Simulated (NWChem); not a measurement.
Species: TMEDA (C₆H₁₆N₂); SMILES CN(C)CCN(C)C

```xyz
24

C     -0.6041    -2.8120     0.1521
N     -0.0219    -1.4823     0.2507
C      1.3859    -1.5410     0.6175
C     -0.2742    -0.7171    -0.9657
C      0.2742     0.7171    -0.9657
N      0.0219     1.4823     0.2507
C     -1.3859     1.5410     0.6175
C      0.6041     2.8120     0.1521
H     -0.4806    -3.3411     1.1035
H     -1.6774    -2.7337    -0.0566
H     -0.1483    -3.4337    -0.6458
H      1.7543    -0.5338     0.8262
H      2.0237    -2.0053    -0.1625
H      1.4934    -2.1340     1.5324
H     -1.3611    -0.6949    -1.1154
H      0.1483    -1.2165    -1.8644
H      1.3611     0.6949    -1.1154
H     -0.1483     1.2165    -1.8644
H     -1.7543     0.5338     0.8262
H     -1.4934     2.1340     1.5324
H     -2.0237     2.0053    -0.1625
H      0.1483     3.4337    -0.6458
H      1.6774     2.7337    -0.0566
H      0.4806     3.3411     1.1035
```
Atoms are numbered in this order, from 1.

Computed with NWChem. Pople sets run with spherical d functions. STO-3G and 3-21G are far too small for this property and stand as cheap habits. Coordinates come from a B3LYP/6-31G* (spherical d) optimisation. Not confirmed as a minimum by frequencies. B3LYP is NWChem's, with the RPA form of VWN correlation. Field at 589 nm.

```json
[
 {"level": "B3LYP/STO-3G", "isotropic polarisability (bohr³)": "42.0", "anisotropy (bohr³)": "8.7", "relative time": "1"},
 {"level": "B3LYP/6-31G*", "isotropic polarisability (bohr³)": "82.2", "anisotropy (bohr³)": "16.5", "relative time": "4"},
 {"level": "B3LYP/def2-SVP", "isotropic polarisability (bohr³)": "86.7", "anisotropy (bohr³)": "16.5", "relative time": "5"}
]
```

The last column is a rough cost ratio, cheapest run = 1.
